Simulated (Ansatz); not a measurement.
Computed with Ansatz on PBE0-D4/def2-TZVP structures; ΔE is electronic, products minus reactants. CCSD(T)/CBS is the MP2 limit (def2-TZVPP, def2-QZVPP) plus CCSD(T) − MP2 in def2-TZVPP, frozen cores. This one scheme is used for every species. DFT in def2-TZVPP. B3LYP here is the variant with VWN-RPA as its local correlation; programs differ in this. For Ge outer-core shells are correlated without core-valence functions, which leaves a few kJ/mol of doubt a bond. Scalar relativity is left out up to krypton. One conformer a species, not always the lowest.

Reaction (ligand exchange at a Ge–F bond): `[NH2][GeH2][F]` + `[NH2][GeH2][OH]` → `[NH2][GeH2][O][GeH2][NH2]` + H–F

```tsv
level	ΔE (kJ/mol)	difference from CCSD(T)/CBS
PBE-D4	20.2	8.8
B3LYP-D4	19.0	7.6
ωB97X-V	21.7	10.3
r2SCAN	25.2	13.8
HF/def2-TZVPP	32.7	21.3
CCSD/def2-TZVPP	13.6	2.2
CCSD(T)/def2-TZVPP	10.1	-1.3
HF/def2-QZVPP	34.8	23.4
MP2/def2-QZVPP	8.9	-2.5
MP2/CBS(def2)	8.8	-2.6
CCSD(T)/CBS	11.4	0
```

Largest T1 diagnostic among the species: 0.012.

In def2-TZVPP, CCSD(T) changes the Hartree–Fock value by −22.6 kJ/mol (the triples alone add −3.6 kJ/mol) and MP2 by −25.3 kJ/mol. From PBE to PBE0 (25 % exact exchange), in def2-TZVPP and without D4, ΔE moves by −3.9 kJ/mol.
